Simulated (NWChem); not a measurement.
Molecule: SiH$_{3}$Cl; SMILES [SiH3]Cl

```xyz
5

Si     0.0000     0.0000    -0.9913
Cl     0.0000     0.0000     1.0764
H      0.9963     0.9963    -1.4734
H     -1.3610     0.3647    -1.4734
H      0.3647    -1.3610    -1.4734
```
Atoms are numbered in this order, from 1.

Program: NWChem. Pople sets run with spherical d functions. Geometry: optimised at PBE0/def2-SVP. Total energies compare along this basis series because the functional is fixed.

| level | basis functions | energy (Ha) | highest occupied level (eV) | orbital gap (eV) | dipole (D) |
|---|---|---|---|---|---|
| B3LYP/STO-3G | 21 | -743.1625 | -6.31 | 10.45 | 2.51 |
| B3LYP/3-21G | 32 | -747.7839 | -8.68 | 8.24 | 2.32 |
| B3LYP/6-31G* | 42 | -751.5260 | -8.67 | 8.36 | 1.69 |
| B3LYP/6-31+G* | 50 | -751.5288 | -8.78 | 8.09 | 1.70 |
| B3LYP/def2-SVP | 51 | -751.3286 | -8.54 | 8.66 | 1.29 |
| B3LYP/def2-SVPD | 75 | -751.3399 | -8.82 | 8.27 | 1.38 |
| B3LYP/def2-TZVP | 92 | -751.5974 | -8.78 | 8.42 | 1.26 |
| B3LYP/6-311++G** | 81 | -751.5889 | -8.80 | 8.08 | 1.70 |
| B3LYP/aug-cc-pVTZ | 169 | -751.6064 | -8.81 | 8.10 | 1.33 |
